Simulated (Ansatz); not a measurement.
Ideal-gas functions of C3H2F4, SMILES `F[C@H]1[C@H](F)C1(F)F` at 800 K and 1 bar, from an Ansatz frequency run at PBE0-D4/def2-TZVP.

Molar mass 114.04 g/mol, point group C2 (symmetry number 2), electronic degeneracy 1, moments of inertia 171.954, 185.939, 281.064 u Å². Harmonic wavenumbers (cm⁻¹, unscaled): 160, 190, 262, 282, 392, 468, 545, 708, 778, 972, 997, 1030, 1068, 1191, 1213, 1291, 1318, 1355, 1561, 3171, 3177.

Use S(trans) = R[1.5 ln M + 2.5 ln T − 1.1517]; rotational temperatures θ = 24.2544 K / I; S(rot) = R[ln(√π/σ · √(T³/θAθBθC)) + 1.5]; for each mode x = 1.438777 ν̃/T, S = R[x/(eˣ − 1) − ln(1 − e⁻ˣ)] and H = RT x/(eˣ − 1); 1 cm⁻¹ = 0.0119627 kJ/mol; R = 8.31446 J/(mol·K).

By hand: the entropy, in J/(mol·K).

Translation 188.4. Rotation: θ = 0.1411, 0.1304, 0.0863 K, giving 121.6. Vibration, mode by mode: 18.70, 17.28, 14.65, 14.05, 11.39, 9.99, 8.81, 6.85, 6.17, 4.65, 4.49, 4.28, 4.06, 3.41, 3.30, 2.96, 2.85, 2.70, 2.02, 0.19, 0.18, in all 143.0. Electronic 0.0. Sum 453.0 J/(mol·K).

By hand: H − E and G − E in kJ/mol, counted from the electronic energy.

Zero-point energy ½ × 22129 × 0.0119627 = 132.4; thermal vibration 60.1; translation, rotation and pV give 4 RT = 26.6. H − E = 219.1 kJ/mol, and G − E = 219.1 − 800 × 453.0/1000 = -143.3 kJ/mol.

Vibration gives 32 % of the entropy. The sum counts one conformer and one mirror image; others add a mixing term.
